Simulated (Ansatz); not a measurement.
Species: SnBr2, net charge 1, doublet state. 
Coordinates optimised at B3LYP-D3(BJ)/def2-TZVP (Ansatz, an electronic-structure program):
```
Sn
Br 1 2.4630
Br 1 2.4630 2 119.32
```
Charge +1, spin multiplicity 2.

Parts of the frozen-core correlation energy in def2-TZVPP (Ansatz, hartree). Frozen orbitals: 37; correlated occupied orbitals by spin: 9 and 8; virtual: 100 and 101. Open shells are spin-unrestricted. Spin-orbit coupling is left out. In def2 rows, elements after Kr have scalar-relativistic effective core potentials.

```tsv
term	value
reference (HF)	-5357.98970
MP2 opposite-spin	___
MP2 same-spin	___
CCSD correlation	-0.40602
(T)	___
T1 diagnostic	0.021
largest doubles amplitude	0.041
<S^2> of the reference	0.790
```

Some entries are withheld; supply them.


- MP2 opposite-spin, value: -0.27943
- MP2 same-spin, value: -0.09262
- (T), value: -0.01958
